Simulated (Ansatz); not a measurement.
```yaml
crystal:
  periodic: [true, true, true]
  atoms:
    - {symbol: C, position_ang: [0.270856, -0.721089, 1.779533]}
    - {symbol: C, position_ang: [0.356656, -0.942122, 0.288496]}
    - {symbol: Se, position_ang: [1.658392, 0.296265, -0.567677]}
    - {symbol: Hf, position_ang: [-0.335024, 1.316876, -1.713751]}
    - {symbol: Cl, position_ang: [0.434979, 3.106436, -2.971357]}
    - {symbol: Cl, position_ang: [-1.845677, 2.019768, -0.077931]}
    - {symbol: Cl, position_ang: [-1.351006, -0.286634, -3.072155]}
    - {symbol: H, position_ang: [-0.092935, 0.281635, 2.008645]}
    - {symbol: H, position_ang: [-0.418942, -1.444429, 2.224407]}
    - {symbol: H, position_ang: [1.246899, -0.845417, 2.251105]}
    - {symbol: H, position_ang: [-0.634041, -0.842626, -0.174906]}
    - {symbol: H, position_ang: [0.709842, -1.938684, 0.025580]}
basis:
  gaussian: {orbitals: def2-SVP}
hamiltonian: {xc: {name: B2PLYP}}
output: {forces: true}
```

```sh
$ ansatz run in.yaml --threads 2 --pin off --events-out ev --progress --plain --max-ram 22528MiB --backend cpu
```

Output, abridged:

```
Error: YAML parse error: error: line 2 column 3: crystal: missing field `lattice` (a structure is typed as `lattice` and `atoms`, a molecule's as `atoms` in Å alone, or read from a run's directory, `checkpoint`)
 --> <input>:2:3
1 | crystal:
2 |   periodic: [true, true, true]
3 |   atoms:
4 |     - {symbol: C, position_ang: [0.270856, -0.721089, 1.779533]}
```

**Question.** Something in this input is off. What?

**Answer.** The molecule is marked periodic without a cell. The program refused the input.
